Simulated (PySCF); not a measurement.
CH4BClOSe, SMILES COB(Cl)[SeH].

Coordinates come from a B3LYP-D3(BJ)/def2-SVP optimisation. The structure was generated by enumeration, and PubChem lists no compound with its InChIKey, so it may never have been made. One conformer was computed; it need not be the lowest.

The numbers are results of PySCF with B3LYP-D3(BJ)/def2-SVP, not measurements.

Frequencies are harmonic and unscaled.

| mode | ν (cm⁻¹) | IR (km/mol) | Raman (Å⁴/amu) | depolarisation | moving atoms (share of kinetic energy) |
|---|---|---|---|---|---|
| 1 | 94 | 0.1 | 0.1 | 0.75 | H 96 % |
| 2 | 155 | 5.6 | 0.4 | 0.75 | O 44 %, H 26 %, C 18 % |
| 3 | 163 | 2.7 | 0.7 | 0.70 | C 45 %, Se 22 %, H 21 %, Cl 8 % |
| 4 | 211 | 0.3 | 2.6 | 0.46 | Cl 49 %, Se 29 % |
| 5 | 304 | 7.3 | 5.9 | 0.75 | H 92 % |
| 6 | 376 | 5.0 | 1.0 | 0.48 | O 43 %, Cl 19 %, C 17 %, H 13 % |
| 7 | 439 | 7.0 | 6.8 | 0.11 | Cl 31 %, O 28 %, B 15 %, Se 15 % |
| 8 | 491 | 6.9 | 1.9 | 0.75 | B 82 %, O 13 % |
| 9 | 715 | 16.4 | 10.5 | 0.61 | H 88 % |
| 10 | 949 | 325.2 | 0.6 | 0.62 | B 80 % |
| 11 | 1041 | 9.5 | 4.0 | 0.54 | C 40 %, O 30 %, B 21 % |
| 12 | 1172 | 0.5 | 1.8 | 0.75 | H 77 %, C 19 % |
| 13 | 1192 | 11.0 | 3.3 | 0.74 | H 72 %, C 19 % |
| 14 | 1374 | 467.9 | 4.1 | 0.11 | B 37 %, O 31 %, H 21 %, C 12 % |
| 15 | 1470 | 14.9 | 11.7 | 0.73 | H 96 % |
| 16 | 1476 | 10.2 | 17.0 | 0.75 | H 97 % |
| 17 | 1500 | 94.4 | 4.4 | 0.75 | H 68 %, O 14 %, B 13 % |
| 18 | 2438 | 6.9 | 138.4 | 0.30 | H 99 % |
| 19 | 3018 | 30.1 | 127.1 | 0.01 | H 97 % |
| 20 | 3099 | 19.4 | 44.6 | 0.75 | H 90 %, C 10 % |
| 21 | 3144 | 17.3 | 105.3 | 0.56 | H 90 %, C 10 % |
